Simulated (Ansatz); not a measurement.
Relaxation of a periodic cell of 17 atoms, CuSi₁₆ (host Si, host structure diamond, interstitial Cu), cell charge +1, to a largest force component of 0.03 eV/Å in at most 60 steps.

Method: DFT PBE, scalar-relativistic, plane waves, PAW in Ansatz 0.2.0. Settings: PAW set soft_1, cutoff 420 eV, k mesh 2x2x2, gaussian smearing 0.02 eV, no spin polarisation.

```xyz
17
Lattice="0.0000 5.4300 5.4300 5.4300 0.0000 5.4300 5.4300 5.4300 0.0000" Properties=species:S:1:pos:R:3:forces:R:3
Si 0.000 0.000 0.000 0.46 -0.61 -0.44
Si 1.357 1.357 1.357 0.46 0.04 -0.03
Si 2.715 2.715 0.000 -0.16 0.10 -0.10
Si 4.072 4.072 1.357 0.01 -0.33 -0.02
Si 2.715 0.000 2.715 -0.18 -0.20 0.19
Si 4.072 1.357 4.072 0.03 0.04 -0.48
Si 5.430 2.715 2.715 0.12 0.10 0.17
Si 6.787 4.072 4.072 0.02 0.04 -0.03
Si 0.000 2.715 2.715 0.51 0.46 0.63
Si 1.357 4.072 4.072 0.03 0.06 -0.05
Si 2.715 5.430 2.715 -0.36 -0.40 0.38
Si 4.072 6.787 4.072 0.00 0.02 0.35
Si 2.715 2.715 5.430 -0.66 0.51 -0.53
Si 4.072 4.072 6.787 0.02 0.51 -0.03
Si 5.430 5.430 5.430 0.12 -0.18 -0.11
Si 6.787 6.787 6.787 -0.37 0.02 -0.01
Cu 9.528 6.836 6.750 -0.06 -0.17 0.12
```

**Question.** Where does it end, and by what steps?

**Answer.** The run converged. The force dipped under the threshold on the way, but the program's further checks kept it going. Limits of this set-up: coarse k mesh, charged cell in a uniform background, uncorrected. After 13 steps the energy has fallen by 0.153 eV; Cu17 moved furthest, 0.42 Å.

| step | energy less start (eV) | largest force component (eV/Å) | accepted |
| --- | --- | --- | --- |
| 0 | 0.0000 | 0.659 | yes |
| 1 | -0.1013 | 0.218 | yes |
| 2 | -0.1112 | 0.067 | yes |
| 3 | -0.1157 | 0.084 | yes |
| 4 | -0.0977 | 0.390 | no |
| 5 | -0.1261 | 0.163 | yes |
| 6 | -0.1346 | 0.167 | yes |
| 7 | -0.1383 | 0.150 | yes |
| 8 | -0.1437 | 0.151 | yes |
| 9 | -0.1493 | 0.062 | yes |
| 10 | -0.1512 | 0.049 | yes |
| 11 | -0.1523 | 0.048 | yes |
| 12 | -0.1530 | 0.013 | yes |
| 13 | -0.1530 | 0.013 | yes |

```xyz
17
Lattice="0.0000 5.4300 5.4300 5.4300 0.0000 5.4300 5.4300 5.4300 0.0000" Properties=species:S:1:pos:R:3
Si 0.041 -0.090 -0.014
Si 1.376 1.286 1.429
Si 2.688 2.654 0.063
Si 4.100 4.007 1.344
Si 2.633 -0.116 2.832
Si 4.000 1.320 4.062
Si 5.399 2.653 2.755
Si 6.705 3.978 4.169
Si 0.038 2.729 2.805
Si 1.423 4.215 3.928
Si 2.834 5.529 2.617
Si 4.098 6.802 4.139
Si 2.596 2.787 5.359
Si 3.999 4.083 6.826
Si 5.398 5.392 5.494
Si 6.752 6.821 6.755
Cu 9.748 7.086 6.487
```

Whether the end is a true minimum wasn't checked by a vibrational analysis.

Run time: 62 s on 1 thread of Intel(R) Xeon(R) 6975P-C (Granite Rapids) (shared host), peak memory 0.64 GiB.
